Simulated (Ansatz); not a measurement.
Molecule: Ag₂ (charge 0, singlet). 
Geometry from a B3LYP-D3(BJ)/def2-TZVP (Ansatz, a first-principles code) optimisation:
```xyz
2

Ag     0.0000     0.0000    -1.2983
Ag     0.0000     0.0000     1.2983
```
Charge 0, spin multiplicity 1.

Property: vertical ionisation energy (to the doublet state of charge +1; each state is the SCF solution reached for its spin), in eV. Valence correlation only, unless marked. Open shells are spin-unrestricted. No spin-orbit coupling. The frozen core is the preceding noble-gas configuration, with the filled d and f shells of earlier blocks. Past Kr the def2 sets carry scalar-relativistic core potentials. Basis-set limits of correlation are two-point, X^-3; Hartree-Fock from the larger set.

```csv
level,program,vertical ionisation energy (eV)
SVWN5/def2-TZVPD,Ansatz,?
PBE/def2-TZVPD,Ansatz,8.01
r2SCAN/def2-TZVPD,Ansatz,7.78
B3LYP/def2-TZVPD,Ansatz,7.91
PBE0/def2-TZVPD,Ansatz,7.62
BHLYP/def2-TZVPD,Ansatz,7.33
CAM-B3LYP/def2-TZVPD,Ansatz,7.66
wB97M-V/def2-TZVPD,Ansatz,?
wB97X-V/def2-TZVPD,Ansatz,?
CCSD/def2-SVPD,Ansatz,7.02
CCSD/def2-TZVPPD,Ansatz,7.15
CCSD/def2-QZVPPD,Ansatz,?
"CCSD(T)/CBS(def2-TZVPPD,def2-QZVPPD)",Ansatz,7.63
```

**Question.** What belongs in the gaps?

**Answer.** 
- SVWN5/def2-TZVPD, vertical ionisation energy (eV): 8.42
- wB97M-V/def2-TZVPD, vertical ionisation energy (eV): 7.39
- wB97X-V/def2-TZVPD, vertical ionisation energy (eV): 7.31
- CCSD/def2-QZVPPD, vertical ionisation energy (eV): 7.28
